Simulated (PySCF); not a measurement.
Simulated absorption spectrum

C3H9FN2Si2.
Atom-mapped SMILES: `[N:1]#[C:2][SiH2:3][CH2:4][CH2:5][NH:6][SiH2:7][F:8]` (hydrogens: H9, H10 on Si3; H11, H12 on C4; H13, H14 on C5; H15 on N6; H16, H17 on Si7)

Level of theory: TDDFT CAM-B3LYP/def2-SVPD, vertical, gas phase, core orbitals frozen in the response (PySCF 2.14.0, density-fitted response routines). One conformer (not necessarily the lowest) at the GFN2-xTB geometry, without solvent, vibrations or thermal averaging. Torsions of this conformer, `[N:1]#[C:2][SiH2:3][CH2:4][CH2:5][NH:6][SiH2:7][F:8]`: C2–Si3–C4–C5 55°, Si3–C4–C5–N6 58°, C4–C5–N6–Si7 -133°, C5–N6–Si7–F8 178°.

Computed states:

```json
{"state": "S1", "E (eV)": "6.01", "f": "0.013"}
{"state": "S2", "E (eV)": "6.49", "f": "0.0043"}
{"state": "S3", "E (eV)": "6.90", "f": "0.010"}
{"state": "S4", "E (eV)": "7.06", "f": "0.0095"}
{"state": "S5", "E (eV)": "7.25", "f": "0.0010"}
{"state": "S6", "E (eV)": "7.48", "f": "0.0004"}
{"state": "S7", "E (eV)": "7.54", "f": "0.0072"}
{"state": "S8", "E (eV)": "7.57", "f": "0.0013"}
```

Each state is given a Gaussian of 0.5 eV full width at half maximum, with ε(max) = 2.175×10⁸ f / Δν̃ (Δν̃ the width in cm⁻¹). The width is an assumption, not a result. The curve ends short of the highest state used, and states not computed would add to its high-energy end.

Q: What does the envelope look like, and where are its maxima?

A: 
```json
{"λ (nm)": "178.0", "ε (L mol⁻¹ cm⁻¹)": "1035"}
{"λ (nm)": "179.1", "ε (L mol⁻¹ cm⁻¹)": "1010"}
{"λ (nm)": "180.1", "ε (L mol⁻¹ cm⁻¹)": "966"}
{"λ (nm)": "181.2", "ε (L mol⁻¹ cm⁻¹)": "899"}
{"λ (nm)": "182.2", "ε (L mol⁻¹ cm⁻¹)": "829"}
{"λ (nm)": "183.3", "ε (L mol⁻¹ cm⁻¹)": "746"}
{"λ (nm)": "184.3", "ε (L mol⁻¹ cm⁻¹)": "673"}
{"λ (nm)": "185.4", "ε (L mol⁻¹ cm⁻¹)": "598"}
{"λ (nm)": "186.4", "ε (L mol⁻¹ cm⁻¹)": "538"}
{"λ (nm)": "187.5", "ε (L mol⁻¹ cm⁻¹)": "482"}
{"λ (nm)": "188.5", "ε (L mol⁻¹ cm⁻¹)": "442"}
{"λ (nm)": "189.6", "ε (L mol⁻¹ cm⁻¹)": "408"}
{"λ (nm)": "190.6", "ε (L mol⁻¹ cm⁻¹)": "386"}
{"λ (nm)": "191.7", "ε (L mol⁻¹ cm⁻¹)": "371"}
{"λ (nm)": "192.7", "ε (L mol⁻¹ cm⁻¹)": "366"}
{"λ (nm)": "193.8", "ε (L mol⁻¹ cm⁻¹)": "369"}
{"λ (nm)": "194.8", "ε (L mol⁻¹ cm⁻¹)": "380"}
{"λ (nm)": "195.9", "ε (L mol⁻¹ cm⁻¹)": "401"}
{"λ (nm)": "196.9", "ε (L mol⁻¹ cm⁻¹)": "428"}
{"λ (nm)": "198.0", "ε (L mol⁻¹ cm⁻¹)": "464"}
{"λ (nm)": "199.0", "ε (L mol⁻¹ cm⁻¹)": "502"}
{"λ (nm)": "200.1", "ε (L mol⁻¹ cm⁻¹)": "547"}
{"λ (nm)": "201.1", "ε (L mol⁻¹ cm⁻¹)": "587"}
{"λ (nm)": "202.2", "ε (L mol⁻¹ cm⁻¹)": "629"}
{"λ (nm)": "203.3", "ε (L mol⁻¹ cm⁻¹)": "663"}
{"λ (nm)": "204.3", "ε (L mol⁻¹ cm⁻¹)": "686"}
{"λ (nm)": "205.4", "ε (L mol⁻¹ cm⁻¹)": "699"}
{"λ (nm)": "206.4", "ε (L mol⁻¹ cm⁻¹)": "700"}
{"λ (nm)": "207.5", "ε (L mol⁻¹ cm⁻¹)": "687"}
{"λ (nm)": "208.5", "ε (L mol⁻¹ cm⁻¹)": "665"}
{"λ (nm)": "209.6", "ε (L mol⁻¹ cm⁻¹)": "629"}
{"λ (nm)": "210.6", "ε (L mol⁻¹ cm⁻¹)": "587"}
{"λ (nm)": "211.7", "ε (L mol⁻¹ cm⁻¹)": "535"}
{"λ (nm)": "212.7", "ε (L mol⁻¹ cm⁻¹)": "483"}
{"λ (nm)": "213.8", "ε (L mol⁻¹ cm⁻¹)": "425"}
{"λ (nm)": "214.8", "ε (L mol⁻¹ cm⁻¹)": "372"}
{"λ (nm)": "215.9", "ε (L mol⁻¹ cm⁻¹)": "316"}
{"λ (nm)": "216.9", "ε (L mol⁻¹ cm⁻¹)": "268"}
{"λ (nm)": "218.0", "ε (L mol⁻¹ cm⁻¹)": "221"}
{"λ (nm)": "219.0", "ε (L mol⁻¹ cm⁻¹)": "182"}
{"λ (nm)": "220.1", "ε (L mol⁻¹ cm⁻¹)": "145"}
{"λ (nm)": "221.1", "ε (L mol⁻¹ cm⁻¹)": "117"}
{"λ (nm)": "222.2", "ε (L mol⁻¹ cm⁻¹)": "91"}
{"λ (nm)": "223.2", "ε (L mol⁻¹ cm⁻¹)": "71"}
{"λ (nm)": "224.3", "ε (L mol⁻¹ cm⁻¹)": "54"}
{"λ (nm)": "225.3", "ε (L mol⁻¹ cm⁻¹)": "41"}
{"λ (nm)": "226.4", "ε (L mol⁻¹ cm⁻¹)": "30"}
{"λ (nm)": "227.4", "ε (L mol⁻¹ cm⁻¹)": "23"}
{"λ (nm)": "228.5", "ε (L mol⁻¹ cm⁻¹)": "16"}
{"λ (nm)": "229.6", "ε (L mol⁻¹ cm⁻¹)": "12"}
{"λ (nm)": "230.6", "ε (L mol⁻¹ cm⁻¹)": "8"}
{"λ (nm)": "231.7", "ε (L mol⁻¹ cm⁻¹)": "6"}
{"λ (nm)": "232.7", "ε (L mol⁻¹ cm⁻¹)": "4"}
{"λ (nm)": "233.8", "ε (L mol⁻¹ cm⁻¹)": "3"}
{"λ (nm)": "234.8", "ε (L mol⁻¹ cm⁻¹)": "2"}
{"λ (nm)": "235.9", "ε (L mol⁻¹ cm⁻¹)": "1"}
```

Maxima: 206 nm (6.02 eV), ε about 700, made up of S1 (97%) (ε in L mol⁻¹ cm⁻¹; maxima over ε = 5, shares over 10%). At its high-energy end, 6.97 eV, the curve is still rising (ε about 1000, from S3 and S4).

Q: Coming from long wavelengths, where does ε first pass 100 L mol⁻¹ cm⁻¹?

A: At about 222 nm (5.59 eV), 0.42 eV below S1.

Q: What would ε be at 6.02 eV, the highest of these maxima, with half the width (0.25 eV)?

A: About 1360 L mol⁻¹ cm⁻¹ against 701, a factor of about 1.9; a lone state at its own centre would give exactly 2.

Q: On this curve, what absorbance would a 10⁻³ mol/L sample give at 222 nm over a 1 cm path?

A: 222 nm is 5.585 eV, where ε is about 95 L mol⁻¹ cm⁻¹, so A = ε c l ≈ 0.095 (Beer–Lambert, with the gas-phase spectrum and the assumed width).
